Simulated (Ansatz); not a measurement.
The cluster Li₉Si⁻, relaxed as a singlet with RKS r2SCAN-D4/def2-SVPD in Ansatz, starting from packed atoms. Force threshold 0.02 eV/Å.

The restricted singlet is unstable towards broken spin symmetry at other levels; at r2SCAN-D4/def2-SVPD this wasn't settled. The highest occupied level of the charge -1 singlet lies above zero (up to 0.08 eV). The electron is either unbound and held by the finite basis, or the level is raised by self-interaction error. The structure comes from a short search, and lower isomers may exist.

Start:

```xyz
10

Li    1.139   -0.318   -0.825
Li    1.267   -2.034    1.339
Li   -0.232   -2.329   -1.514
Li   -2.786    0.547   -0.886
Li    1.871    0.359    1.412
Li   -0.792    0.498   -2.219
Li   -0.204    1.675    0.591
Li   -1.607    0.386    2.421
Li    2.260    1.913   -0.400
Si   -0.915   -0.698    0.080
```

```
         step  energy (eV)  largest force component (eV/Å)  SCF passes
            1   -9712.8641                           1.272          65
            2   -9713.5924                           0.752          37
            3   -9714.1278                           0.428          43
            4   -9714.4293                           0.234          49
            5   -9714.5738                           0.263          39
            6   -9714.6700                           0.246          41
            7   -9714.7673                           0.213          33
            8   -9714.8647                           0.174          31
            9   -9714.9441                           0.121          30
           10   -9714.9879                           0.042          25
           11   -9715.0091                           0.090          28
           12   -9715.0434                           0.135          27
           13   -9715.0759                           0.174          28
           14   -9715.1270                           0.151          25
           15   -9715.1740                           0.099          24
           16   -9715.2090                           0.125          25
           17   -9715.2430                           0.046          28
           18   -9715.2654                           0.063          25
           19   -9715.2725                           0.099          24
           20   -9715.2830                           0.108          25
           21   -9715.2908                           0.079          26
22 (rejected)   -9715.2902                           0.058          25
           23   -9715.2964                           0.012          25
           24   -9715.2974                           0.028          25
25 (rejected)   -9715.2972                           0.024          26
           26   -9715.2978                           0.009          27
```

Force components are those of the run's own axes.

End:

```xyz
10

Li    1.5809   -0.2854   -0.8240
Li    0.5135   -1.3635    1.7094
Li   -1.2564   -2.7842   -0.5468
Li   -3.0876   -0.4609   -1.4711
Li    3.3430    0.4733    1.6404
Li   -0.4956    1.5622   -1.8258
Li    0.4709    1.5084    0.9792
Li   -2.6382   -0.9516    1.5459
Li    2.5373    2.6603   -1.0272
Si   -0.9677   -0.3587   -0.1800
```

Bonds lost: Li1–Li3, Li2–Li5, Li3–Li6, Li4–Li6, Li5–Li9, Li7–Li8 (atoms count from 1). Bonds formed: Li2–Li7 (atoms count from 1). Metal–metal contacts that move far: Li1–Li5 2.45 to 3.12 Å, Li1–Li9 2.53 to 3.10 Å, Li5–Li7 2.59 to 3.12 Å.

The force fell under the threshold at step 23, but the optimiser went on. No frequencies were taken in this run, so the end may be a saddle point.

Run time 1.8 min (4 threads of Arm Neoverse V1 on a shared host).
